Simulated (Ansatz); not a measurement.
The cluster CdO₂⁻. Charge -1, multiplicity 2. Geometry B3LYP-D4/def2-TZVPD, basis def2-TZVPD, Ansatz.

```xyz
3

Cd   -0.333    0.937    1.368
O    -0.188   -0.976   -0.434
O     0.521    0.039   -0.934
```

```json
{"run": "A", "HOMO (eV)": "-2.75", "LUMO (eV)": "5.40"}
{"run": "B", "HOMO (eV)": "1.35", "LUMO (eV)": "2.59"}
{"run": "C", "HOMO (eV)": "0.11", "LUMO (eV)": "3.81"}
{"run": "D", "HOMO (eV)": "-0.06", "LUMO (eV)": "4.03"}
{"run": "E", "HOMO (eV)": "-2.30", "LUMO (eV)": "5.56"}
{"run": "F", "HOMO (eV)": "1.37", "LUMO (eV)": "1.69"}
```

In the def2 sets Cd takes a core potential; there is no spin–orbit coupling. LC-ωPBE has ω = 0.4 bohr⁻¹. The structure holds 1 bond(s) between oxygen atoms. Another isomer (doublet) lies 0.08 eV lower at r2SCAN-D4/def2-TZVPD.

HOMO and LUMO are taken over both spins.

Question: The runs used HF, LC-ωPBE, LDA (SPW92), PBE0, r2SCAN, r2SCAN0. Estimate which is which.

Answer: A LC-ωPBE (range-separated); B r2SCAN (0 % exact exchange); C PBE0 (25 % exact exchange); D r2SCAN0 (25 % exact exchange); E HF (100 % exact exchange); F LDA (SPW92) (0 % exact exchange). Exact exchange lowers occupied and raises empty levels; among semilocal functionals meta-GGAs tend to open the gap a little, and such runs are hard to tell apart. The gap grows from 0.32 eV (LDA (SPW92)) to 8.15 eV (LC-ωPBE). At r2SCAN-D4/def2-TZVPD, PBE0-D4/def2-TZVPD, LDA (SPW92)/def2-TZVPD the highest occupied level of the charge -1 doublet lies above zero (up to 1.37 eV). By energy differences its removal costs 2.21 eV (vertical, to the charge 0 triplet, at PBE0-D4/def2-TZVPD).
